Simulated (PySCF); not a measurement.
C5H8S, SMILES C#C[C@H](C)SC. Heavy atoms are numbered as in [CH:1]#[C:2][C@H:3]([CH3:4])[S:5][CH3:6]. Hydrogens are named by the atom that carries them.

Geometry optimised at r2SCAN-D4/def2-SVP. The structure was generated by enumeration; whether it is a known compound was not checked. Other conformers were not sampled.

Calculation: PBE0/pcSseg-1 run with PySCF.

GIAO shieldings, no solvent; atoms alike by connectivity are averaged. δ = σ(ref) − σ: ¹³C against TMS (σ = 186.3 ppm); ³³S against H2S (σ = 716.7 ppm); ¹H against TMS (σ = 31.56 ppm), references at their B3LYP-D3(BJ)/def2-TZVP geometries, non-relativistic.

| atoms | nucleus | count | δ (ppm) |
|---|---|---|---|
| C2 | ¹³C | 1 | [?] |
| C1 (CH) | ¹³C | 1 | [?] |
| C3 (CH) | ¹³C | 1 | 36.6 |
| C4 (CH3) | ¹³C | 1 | 25.4 |
| C6 (CH3) | ¹³C | 1 | [?] |
| S5 | ³³S | 1 | [?] |
| H on C3 | ¹H | 1 | [?] |
| H on C1 | ¹H | 1 | 2.63 |
| H on C6 | ¹H | 3 | 2.40 |
| H on C4 | ¹H | 3 | 1.74 |

Task: What belongs in the gaps? (Estimate from the structure and the level; the computed values follow.)

Result: 
- C1 (CH), δ (ppm): 80.9
- C2, δ (ppm): 88.6
- S5, δ (ppm): 249.8
- H on C3, δ (ppm): 3.54
- C6 (CH3), δ (ppm): 15.6
